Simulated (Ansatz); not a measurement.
Stepwise reaction of `[F][Ti]([F])([Cl])[Cl]` with hydrogen sulfide, as a gas-phase model of exchange steps in deposition or etching. ΔE in kJ/mol; ΔG adds harmonic PBE0-D4 terms to CCSD(T)/CBS, at 1 bar.

Gas-phase electronic energies from Ansatz, PBE0-D4/def2-TZVP geometries. CCSD(T)/CBS is the MP2 limit (def2-TZVPP, def2-QZVPP) plus CCSD(T) − MP2 in def2-TZVPP, frozen cores. This one scheme is used for every species. DFT in def2-TZVPP. B3LYP here is the variant with VWN-RPA as its local correlation; programs differ in this. For Ti outer-core shells are correlated without core-valence functions, which leaves a few kJ/mol of doubt a bond. Scalar relativity is left out up to krypton. Each species was taken in one conformer, which may not be the lowest.

| step | reaction | PBE-D4 | B3LYP-D4 | ωB97M-V | CCSD(T)/CBS | ΔG(400 K) |
| --- | --- | --- | --- | --- | --- | --- |
| 1 | `[F][Ti]([F])([Cl])[Cl]` + H₂S → `[F][Ti]([SH])([Cl])[Cl]` + H–F | 72.0 | 75.8 | 81.5 | 61.7 | 62.3 |
| 2 | `[F][Ti]([SH])([Cl])[Cl]` + H₂S → `[SH][Ti]([SH])([Cl])[Cl]` + H–F | 68.3 | 72.6 | 78.3 | 55.8 | 65.6 |

Problem. By hand: ΔE of the 2 steps together at CCSD(T)/CBS.

Solution. (61.7) + (55.8) = 117.5 kJ/mol, or 58.8 kJ/mol a step.

In ΔE each step is lower than the one before. All are uphill at CCSD(T)/CBS. ΔG lies between 62.3 and 65.6 kJ/mol a step. PBE-D4 differs from CCSD(T)/CBS by 10.3 to 12.5 kJ/mol a step. Isolated molecules leave out the surface, adducts and barriers. Largest T1 diagnostic: 0.027.
